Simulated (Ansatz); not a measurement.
Program: Ansatz. Geometries: PBE0-D4/def2-TZVP. ΔE: electronic, gas phase. CCSD(T)/CBS is the MP2 limit (def2-TZVPP, def2-QZVPP) plus CCSD(T) − MP2 in def2-TZVPP, frozen cores. This one scheme is used for every species. DFT in def2-TZVPP. B3LYP here is the variant with VWN-RPA as its local correlation; programs differ in this. One conformer a species, not always the lowest.

`CO[Si@@H](N)[Si@@H](N)OC` + H₂ → `CO[SiH2]N` + `CO[SiH2]N`  (hydrogenolysis of the Si–Si bond)

```json
{"level": "PBE-D4", "ΔE (kcal/mol)": "-5.2", "difference from CCSD(T)/CBS": "5.1"}
{"level": "ωB97X-V", "ΔE (kcal/mol)": "-10.0", "difference from CCSD(T)/CBS": "0.3"}
{"level": "B3LYP", "ΔE (kcal/mol)": "-13.6", "difference from CCSD(T)/CBS": "-3.3"}
{"level": "HF/def2-TZVPP", "ΔE (kcal/mol)": "-19.9", "difference from CCSD(T)/CBS": "-9.6"}
{"level": "MP2/def2-TZVPP", "ΔE (kcal/mol)": "-10.8", "difference from CCSD(T)/CBS": "-0.5"}
{"level": "CCSD(T)/def2-TZVPP", "ΔE (kcal/mol)": "-10.5", "difference from CCSD(T)/CBS": "-0.2"}
{"level": "HF/def2-QZVPP", "ΔE (kcal/mol)": "-20.2", "difference from CCSD(T)/CBS": "-9.9"}
{"level": "MP2/def2-QZVPP", "ΔE (kcal/mol)": "-10.8", "difference from CCSD(T)/CBS": "-0.5"}
{"level": "HF/CBS(def2)", "ΔE (kcal/mol)": "-20.3", "difference from CCSD(T)/CBS": "-10.0"}
{"level": "CCSD/CBS(def2)", "ΔE (kcal/mol)": "-12.1", "difference from CCSD(T)/CBS": "-1.8"}
{"level": "CCSD(T)/CBS", "ΔE (kcal/mol)": "-10.3", "difference from CCSD(T)/CBS": "0"}
```

Largest T1 diagnostic among the species: 0.012.

In def2-TZVPP, CCSD(T) changes the Hartree–Fock value by +9.5 kcal/mol (the triples alone add +1.8 kcal/mol) and MP2 by +9.1 kcal/mol. The D4 term adds +4.8 kcal/mol with B3LYP and +2.9 kcal/mol with PBE0; it sums over pairs of atoms, weighted by their polarisabilities, and B3LYP, whose exchange is more repulsive, gets the larger term. From PBE to PBE0 (25 % exact exchange), in def2-TZVPP and without D4, ΔE moves by −2.0 kcal/mol.
